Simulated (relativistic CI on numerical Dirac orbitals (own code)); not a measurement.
Ligand-field terms of d8

Computed with a parametric ligand-field model of a d^n configuration (Racah B and C, spin-orbit zeta, crystal field), exact diagonalisation.

Field parameters in Wybourne normalisation: Oh B⁴₀ = 21Dq, B⁴₄ = √(5/14) B⁴₀; Td as Oh with Dq negative (B⁴₀ = 21Dq, B⁴₄ = √(5/14) B⁴₀). The field is a parameter set, without covalency.

**Question.** A d8 ion in Oh symmetry has the ground term 3A2 and bands at 1E 16196 cm⁻¹ (617 nm), 1A1 29888 cm⁻¹ (335 nm), 3T2 35950 cm⁻¹ (278 nm), 3T1 46675 cm⁻¹ (214 nm), 1T2 51988 cm⁻¹ (192 nm), 3T1 76175 cm⁻¹ (131 nm). Which parameters reproduce them?

**Answer.** B = 1000, C = 4180, ζ = 0 cm⁻¹, Oh, 10Dq = 35950 cm⁻¹.

**Question.** A d8 ion in Td symmetry has the ground term 3T1 and bands at 3T2 2919 cm⁻¹, 3A2 6369 cm⁻¹ (1570 nm), 1T2 8768 cm⁻¹ (1141 nm), 1E 9292 cm⁻¹ (1076 nm), 3T1 12138 cm⁻¹ (824 nm), 1T2 14070 cm⁻¹ (711 nm). Which parameters reproduce them?

**Answer.** B = 650, C = 2350, ζ = 0 cm⁻¹, Td, 10Dq = -3450 cm⁻¹.

**Question.** Ground term and bands for B = 750, C = 3790, ζ = 0 cm⁻¹, Oh, 10Dq = 11550 cm⁻¹?

**Answer.** Ground term 3A2 with 2.00 electrons in the two orbitals of the cubic e set. Spin-allowed: 3T2 11550 cm⁻¹ (866 nm), 3T1 17850 cm⁻¹ (560 nm), 3T1 28050 cm⁻¹ (357 nm). Lowest spin-forbidden: 1E 13300 cm⁻¹ (752 nm), 1A1 22135 cm⁻¹ (452 nm), 1T2 24604 cm⁻¹ (406 nm). With an A2 ground term the first spin-allowed band lies at |10Dq| itself.

**Question.** Ground term and bands for B = 640, C = 3100, ζ = 0 cm⁻¹, Oh, 10Dq = 17600 cm⁻¹?

**Answer.** Ground term 3A2 with 2.00 electrons in the two orbitals of the cubic e set. Spin-allowed: 3T2 17600 cm⁻¹ (568 nm), 3T1 24144 cm⁻¹ (414 nm), 3T1 38256 cm⁻¹ (261 nm). Lowest spin-forbidden: 1E 11183 cm⁻¹ (894 nm), 1A1 19919 cm⁻¹ (502 nm), 1T2 28654 cm⁻¹ (349 nm). With an A2 ground term the first spin-allowed band lies at |10Dq| itself.

**Question.** Ground term and bands for B = 780, C = 3460, ζ = 0 cm⁻¹, Oh, 10Dq = 16350 cm⁻¹?

**Answer.** Ground term 3A2 with 2.00 electrons in the two orbitals of the cubic e set. Spin-allowed: 3T2 16350 cm⁻¹ (612 nm), 3T1 23767 cm⁻¹ (421 nm), 3T1 36983 cm⁻¹ (270 nm). Lowest spin-forbidden: 1E 12943 cm⁻¹ (773 nm), 1A1 22666 cm⁻¹ (441 nm), 1T2 29094 cm⁻¹ (344 nm). With an A2 ground term the first spin-allowed band lies at |10Dq| itself.
